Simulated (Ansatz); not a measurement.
Geometry optimisation, RKS r2SCAN-D4/def2-SVP (Ansatz 0.2.0).

Input:

```yaml
crystal:
  periodic: [false, false, false]
  atoms:
    - { symbol: Se, position_ang: [0.9782, -1.3175, -1.5753] }
    - { symbol: C, position_ang: [0.5037, -0.4629, 0.1297] }
    - { symbol: O, position_ang: [1.29876, -0.96724, 1.19822] }
    - { symbol: C, position_ang: [0.16274, -1.42515, 1.84715] }
    - { symbol: S, position_ang: [-1.10761, -1.0181, 0.72625] }
    - { symbol: H, position_ang: [2.351, -0.6749, -1.5413] }
    - { symbol: H, position_ang: [0.55072, 0.66389, 0.03058] }
    - { symbol: H, position_ang: [0.26205, -2.55251, 1.97363] }
    - { symbol: H, position_ang: [0.07051, -0.92038, 2.90526] }
basis:
  gaussian: { orbitals: def2-SVP }
hamiltonian:
  xc: r2scan
  dispersion: d4
relax:
  f_tol: 0.015
  max_steps: 40
```

Run as:

```bash
$ ansatz run input.yaml --threads 2 --pin off --max-ram 3072MiB --backend cpu --events-out ev --progress --plain --runs-dir out
```

Where does it end, and by what steps?

It converged. After 7 steps the energy has fallen by 0.540 eV; O3 moved furthest, 0.25 Å.

```json
{"step": "0", "energy less start (eV)": "0.0000", "largest force component (eV/Å)": "4.994", "accepted": "yes"}
{"step": "1", "energy less start (eV)": "-0.4266", "largest force component (eV/Å)": "2.188", "accepted": "yes"}
{"step": "2", "energy less start (eV)": "-0.5035", "largest force component (eV/Å)": "0.469", "accepted": "yes"}
{"step": "3", "energy less start (eV)": "-0.5270", "largest force component (eV/Å)": "0.313", "accepted": "yes"}
{"step": "4", "energy less start (eV)": "-0.5295", "largest force component (eV/Å)": "0.503", "accepted": "yes"}
{"step": "5", "energy less start (eV)": "-0.5391", "largest force component (eV/Å)": "0.076", "accepted": "yes"}
{"step": "6", "energy less start (eV)": "-0.5400", "largest force component (eV/Å)": "0.028", "accepted": "yes"}
{"step": "7", "energy less start (eV)": "-0.5401", "largest force component (eV/Å)": "0.010", "accepted": "yes"}
```

```xyz
9
Properties=species:S:1:pos:R:3
Se 1.044 -1.432 -1.486
C 0.544 -0.398 0.132
O 1.208 -0.765 1.314
C 0.155 -1.477 1.942
S -1.119 -0.917 0.722
H 2.277 -0.660 -1.731
H 0.669 0.673 -0.094
H 0.309 -2.572 1.922
H -0.018 -1.127 2.973
```

Run time: 40 s on 2 threads of Arm Neoverse V1 (shared host), peak memory 0.18 GiB.
